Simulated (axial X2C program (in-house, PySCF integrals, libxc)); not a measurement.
# Photoelectron levels of GeSe by EOM-IP-CCSD

Calculated with an axial X2C code built on PySCF integrals: two-component X2C with atomic mean-field Coulomb and Gaunt terms, Gaussian nuclei, basis Se dyall-cv3z, Ge dyall-cv3z with contracted cores.

R = 2.136 Å (near the PBE0 minimum at charge 0 of the determinant lowest at the starting distance; the state shown can have its own minimum elsewhere).

Hartree–Fock spinors of GeSe (one of each Kramers pair; a window near the gap, which can cut inner shells):

```json
{"ω": "1/2", "occupied": "yes", "ε (eV)": "-24.63", "character": "65% Se s, 16% Ge s, 11% Ge p"}
{"ω": "1/2", "occupied": "yes", "ε (eV)": "-16.11", "character": "52% Ge s, 28% Se p, 12% Se s"}
{"ω": "1/2", "occupied": "yes", "ε (eV)": "-10.07", "character": "45% Se p, 37% Ge p, 14% Ge s"}
{"ω": "1/2", "occupied": "yes", "ε (eV)": "-9.70", "character": "69% Se p, 23% Ge p, 4% Ge d"}
{"ω": "3/2", "occupied": "yes", "ε (eV)": "-9.48", "character": "72% Se p, 22% Ge p, 5% Ge d"}
{"ω": "1/2", "occupied": "no", "ε (eV)": "0.27", "character": "74% Ge p, 16% Se p, 5% Ge d"}
{"ω": "3/2", "occupied": "no", "ε (eV)": "0.37", "character": "72% Ge p, 17% Se p, 5% Ge d"}
{"ω": "1/2", "occupied": "no", "ε (eV)": "2.70", "character": "67% Ge p, 14% Ge d, 8% Se p"}
{"ω": "1/2", "occupied": "no", "ε (eV)": "4.53", "character": "81% Ge s, 6% Se d, 5% Ge d"}
{"ω": "1/2", "occupied": "no", "ε (eV)": "5.15", "character": "90% Ge p, 5% Se p, 4% Se d"}
{"ω": "3/2", "occupied": "no", "ε (eV)": "5.20", "character": "89% Ge p, 5% Se p, 4% Se d"}
```

Vertical ionisation energies of GeSe to the states of GeSe⁺:

```
Ω of GeSe⁺  vertical IE (eV)  above lowest (cm⁻¹)                   ionised spinor  one-hole weight
       3/2             9.607                    0             72% Se pπ, 22% Ge pπ             0.95
       1/2             9.777                 1371             63% Se pπ, 18% Ge pπ             0.95
       1/2             9.986                 3056  35% Se pσ, 34% Ge pσ, 13% Ge sσ             0.95
       1/2            14.731                41331  51% Ge sσ, 28% Se pσ, 13% Se sσ             0.70
```

Problem. How far does the lowest EOM-IP-CCSD energy lie from the Koopmans value −ε of the highest filled spinor?

Solution. 9.607 eV against 9.48 eV, a shift of 0.13 eV: relaxation of the final state lowers the energy and the loss of correlation raises it.

Problem. Take the first Ω = 1/2 and Ω = 3/2 rows of π character: how far apart are they, and which lies lower?

Solution. E(3/2) − E(1/2) = 0 − 1371 = -1371 cm⁻¹ at EOM-IP-CCSD: inverted, Ω = 3/2 lower. Splittings at this level can be off by ten to twenty per cent.

This point took 16 s on 1 thread of Arm Neoverse V2, on a shared host.

Reference electrons by ω block (each with its −ω partner): 1/2: 22, 3/2: 9, 5/2: 2. 20 electrons of GeSe correlated (inner shells frozen), 82 natural virtual spinors (a truncated set); levels can be off by some tenths of an eV. Roots sought by Ω: (1/2: 4, 3/2: 3, 5/2: 1); rows need 60 % one-particle weight and stop where some Ω has no more roots. Missing are any skipped roots, higher Ω and states of a further excitation; these come out far too high here and may in truth be low or lowest. T1 of the reference 0.020 (Lee–Taylor). Number of frozen shells: Se 3 s, 2 p, 1 d; Ge 3 s, 2 p.
